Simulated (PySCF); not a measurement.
## Computed properties of 2-silylpropan-2-ol (C3H10OSi), SMILES CC(C)(O)[SiH3]

C3H10OSi, SMILES CC(C)(O)[SiH3]. Coordinates come from a B3LYP-D3(BJ)/def2-SVP optimisation. The values are those of a single conformer. All values are computed for the isolated molecule unless a solvent is named; none is compared with measurement here.

**Structure.** The optimised structure has Cs symmetry. All 39 harmonic modes at B3LYP-D3(BJ)/def2-SVP (PySCF) are real, so it is a minimum. With heavy atoms numbered as in [CH3:1][C:2]([CH3:3])([OH:4])[SiH3:5], the shortest bond between them is C2–O4 at 1.433 Å and the longest C2–Si5 at 1.918 Å.

**Vibrations.** The strongest infrared lines (harmonic, unscaled, degenerate partners summed) lie at 928 cm⁻¹ (251 km/mol, H 90 %, Si 10 %), 2237 cm⁻¹ (120 km/mol, H 96 %), 2209 cm⁻¹ (103 km/mol, H 97 %). The softest mode is at 147 cm⁻¹ and the zero-point energy is 76.3 kcal/mol.

**Electronic structure.** ωB97X/def2-TZVP (PySCF) places the frontier levels at -10.42 and 2.51 eV, a gap of 12.93 eV, and gives a dipole moment of 1.97 D and a mean polarisability of 68.8 bohr³. PBE/def2-TZVP (PySCF) at the same geometry gives -6.36 and -0.23 eV, so its gap is 6.80 eV narrower. An orbital gap is neither the optical nor the fundamental gap.

**Excitations.** TDDFT-CAM-B3LYP/def2-SVPD (PySCF) has S1 at 7.17 eV (173 nm, f = 0.016, weak); the most intense of the 10 singlets computed lies at 8.50 eV (f = 0.44). T1 (TDA) is at 6.86 eV. TDDFT-PBE/def2-SVPD (PySCF) puts S1 at 6.07 eV. No vertical singlet excitation falls in the visible range (under 3.1 eV).

**NMR.** GIAO shifts at B3LYP/pcSseg-1 (PySCF) (non-relativistic, atoms alike by connectivity averaged): ¹³C from 34.3 to 68.6 ppm against TMS; ¹H from 0.0 to 4.1 ppm against TMS; ²⁹Si at -51.7 ppm against TMS.
